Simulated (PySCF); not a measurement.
WO2Cl, SMILES [O]=[W+](=[O])[Cl], charge +1, multiplicity 1.

The structure is a stationary point at PBE0-D3(BJ)/def2-SVP. The spin state was assumed, not searched. The isomer is the one that the SMILES or the coordinates give; other isomers of the formula were not compared. The def2 effective core potentials stand for the cores of W; spin–orbit coupling is left out.

Computed with TDA-PBE/def2-SVPD run with PySCF.

Vertical excitations. The molecule is in vacuum. State labels are in the subgroup Cs.

Computed lowest excited states:
| state | symmetry | energy (eV) | λ (nm) | f | main pairs |
|---|---|---|---|---|---|
| S1 | A" | 2.62 | 474 | 0.000 | HOMO→LUMO 100 % |
| S2 | A" | 2.98 | 417 | 0.003 | HOMO−1→LUMO 98 % |
| S3 | A' | 3.29 | 377 | 0.018 | HOMO−2→LUMO 91 % |
| S4 | A" | 4.32 | 287 | 0.001 | HOMO→LUMO+1 80 %, HOMO−1→LUMO+1 16 % |
| S5 | A' | 4.36 | 284 | 0.002 | HOMO−3→LUMO 96 % |
| S6 | A" | 4.58 | 271 | 0.003 | HOMO−1→LUMO+1 81 %, HOMO→LUMO+1 13 % |
| S7 | A' | 4.62 | 268 | 0.001 | HOMO→LUMO+2 68 %, HOMO−2→LUMO+1 30 % |
| S8 | A' | 4.82 | 257 | 0.007 | HOMO−2→LUMO+1 47 %, HOMO−1→LUMO+2 24 %, HOMO→LUMO+2 21 % |
| S9 | A" | 5.05 | 245 | 0.001 | HOMO−2→LUMO+2 91 % |
| S10 | A' | 5.08 | 244 | 0.001 | HOMO−1→LUMO+2 45 %, HOMO−4→LUMO 38 % |
| T1 | A" | 2.47 | 502 | 0 | HOMO→LUMO 100 % |
| T2 | A" | 2.73 | 454 | 0 | HOMO−1→LUMO 99 % |
| T3 | A' | 2.80 | 443 | 0 | HOMO−2→LUMO 99 % |
| T4 | A" | 3.88 | 319 | 0 | HOMO→LUMO+1 95 % |
Triplets are in the Tamm–Dancoff approximation.
